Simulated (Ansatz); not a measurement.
Reaction (substitution at a C–O bond): `OC(O)=[Se]` + H₂S → `OC(S)=[Se]` + H₂O

Computed with Ansatz on PBE0-D4/def2-TZVP structures; ΔE is electronic, products minus reactants. CCSD(T)/CBS adds triple-zeta CCSD(T) − MP2 to the extrapolated MP2 energy (def2 sets, frozen cores). This one scheme is used for every species. Functionals use def2-TZVPP. B3LYP here is the variant with VWN-RPA as its local correlation; programs differ in this. For Se outer-core shells are correlated without core-valence functions, which leaves a few kJ/mol of doubt a bond. Scalar relativity is left out up to krypton. Each species was taken in one conformer, which may not be the lowest.

`OC(O)=[Se]`:

```xyz
6

O     0.139   -0.369   -1.247
C    -0.007   -0.003    0.006
O     0.949    0.838    0.331
Se   -1.311   -0.565    1.105
H    -0.579   -0.984   -1.449
H     0.810    1.084    1.255
```

H₂S:

Cartesian coordinates in Å:
```
S 0.271 0.371 0.415
H 0.332 -0.945 0.167
H -0.603 0.574 -0.582
```

`OC(S)=[Se]`:

Z-matrix (Å, degrees):
```
C
S 1 1.735
Se 1 1.783 2 127.2
O 1 1.327 2 109.2 3 180.0
H 2 1.340 1 94.4 3 -0.0
H 4 0.970 1 107.0 2 180.0
```

H₂O:

Cartesian coordinates in Å:
```
O -0.166 0.347 -0.059
H -0.605 -0.500 0.043
H 0.771 0.153 0.016
```

```csv
level,ΔE (eV)
r2SCANh-D4,0.25
B3LYP,0.26
LC-ωPBE,0.34
CCSD/def2-TZVPP,0.26
```

(1) What does CCSD(T)/CBS give? (Best estimate.)

(2) What do rigid-rotor, harmonic-oscillator terms from PBE0-D4/def2-TZVP frequencies (298.15 K, 1 bar) make of the CCSD(T)/CBS value? (An estimate is asked.)

Largest T1 diagnostic among the species: 0.017.

Answers

(1) Computed: +0.13 eV. The listed levels differ from it by 0.12, 0.13, 0.21, 0.13 eV.

(2) The calculation gave: ΔZPE = +0.01 eV, ΔH = +0.15 eV, ΔS = 4 J/(mol·K), ΔG = +0.14 eV.

From r2SCAN to r2SCAN0 (25 % exact exchange), in def2-TZVPP and without D4, ΔE moves by +0.04 eV. The D4 term adds −0.06 eV with B3LYP and −0.03 eV with PBE0; it sums over pairs of atoms, weighted by their polarisabilities, and B3LYP, whose exchange is more repulsive, gets the larger term.
